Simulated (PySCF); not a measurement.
# A bond scan of GeH4N cation

These are calculations, not measurements. The program is PySCF 2.14.0, an open-source quantum chemistry code, run on an isolated molecule that a program drew, which may never have been made. The molecule is GeH4N cation (charge +1, singlet), drawn as the SMILES string `[NH2][GeH2+]`.

The structure below is the HF double-zeta minimum with every atom moved a little at random, so it isn't optimised. Bond N1-H4 is then set to each length in the table by shifting atom 4 along it, with nothing else relaxed.
```xyz
6
GeH4N cation, angstrom
N     0.8629   -0.6410    3.0338
Ge   -0.5912   -0.4494    2.1535
H     1.2666    0.0784    3.6136
H     1.3829   -1.4844    3.0305
H    -1.2924    0.8728    2.2582
H    -1.0837   -1.6213    1.3373
```

E is the energy above the same method's energy at the HF double-zeta minimum. IE is the energy to remove one electron at fixed geometry, to the doublet state of charge +2, as a difference of total energies. The basis family is cc-pVnZ, with UHF for radicals and no spin-orbit coupling. Best is HF at quadruple zeta, plus MP2 correlation extrapolated from triple and quadruple zeta, plus CCSD(T) minus MP2 at triple zeta, with a frozen core. The other columns are at triple zeta. Germanium has the cc-pVnZ-PP basis, with a core potential (ECP10MDF) in place of its 10 inner electrons, and its 3s, 3p and 3d shells are frozen in MP2 and coupled-cluster steps.

```
bond (Å),E PBE (kcal/mol),E MP2 (kcal/mol),E CCSD(T) (kcal/mol),E best (kcal/mol),IE PBE (eV),IE MP2 (eV),IE CCSD(T) (eV),IE best (eV),T1
0.8598,18.22,17.12,17.18,16.81,17.749,17.655,17.567,17.701,0.016
0.9908,?,?,?,?,?,?,?,?,?
1.1568,7.20,8.48,8.38,8.49,17.396,17.336,17.226,17.364,0.017
1.2178,13.21,15.06,14.86,15.00,17.323,17.269,17.155,17.294,0.018
1.2568,17.56,19.77,19.50,19.64,17.276,17.226,17.109,17.249,0.018
1.4258,38.36,42.15,41.45,41.53,17.074,17.049,16.918,17.061,0.019
```

T1 is the CCSD diagnostic of the starting molecule.

**Estimate the best E and IE at 0.9908 Å from the other rows.**

A least-squares cubic in the inverse of the bond length through the other values of E best gives 0.11 kcal/mol there. A least-squares quadratic in the bond length through IE best gives 17.551 eV. The calculation gives 0.51 kcal/mol and 17.555 eV, so the fits miss by 0.40 kcal/mol and 0.004 eV. The same recipe one zeta lower moves these two values by 0.09 kcal/mol and 0.02 eV, a gauge of their own error. The rest of the row: E is 0.67 (PBE), 0.51 (MP2), 0.56 (CCSD(T)); IE is 17.595 (PBE), 17.516 (MP2), 17.419 (CCSD(T)); T1 is 0.017.
